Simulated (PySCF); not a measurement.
**Excitation energy of Pm²⁺ by level of theory**

Pm²⁺ [Xe] 4f5 (high-spin determinant) → Pm²⁺ [Xe] 4f4 6s1 (high-spin determinant), as a difference of total energies. All numbers are calculated (PySCF 2.14, scalar relativity by spin-free X2C-1e, in cc-pVDZ-X2C (8s7p5d3f1g, 84 functions)). Correlated levels: valence: [Kr] 4d10 frozen. The calculations carry no spin-orbit coupling.

| method | excitation energy (eV) |
| --- | --- |
| UHF | 2.721 |
| MP2 (valence) | 3.761 |
| SCS-MP2 (valence) | 3.275 |
| CCSD (valence) | 3.514 |
| CCSD(T) (valence) | 3.495 |

Question: How much does correlation contribute at CCSD(T) (valence)?

Answer: 3.495 − (2.721) = 0.774 eV, measured against UHF.

A first-order spin-orbit estimate (lowest level to lowest level, LS coupling) adds -0.117 eV.

The basis was made for the ground configuration and has no added diffuse functions, so the excitation energy can come out too high.

The coupled-cluster amplitudes are large for the upper state (T1 above 0.03 or a double amplitude above 0.15), so a single reference is strained.

The determinant of the lower state and of the upper state mixes LS terms, which raises its energy above the lowest term, most at the Hartree-Fock and MP2 levels.
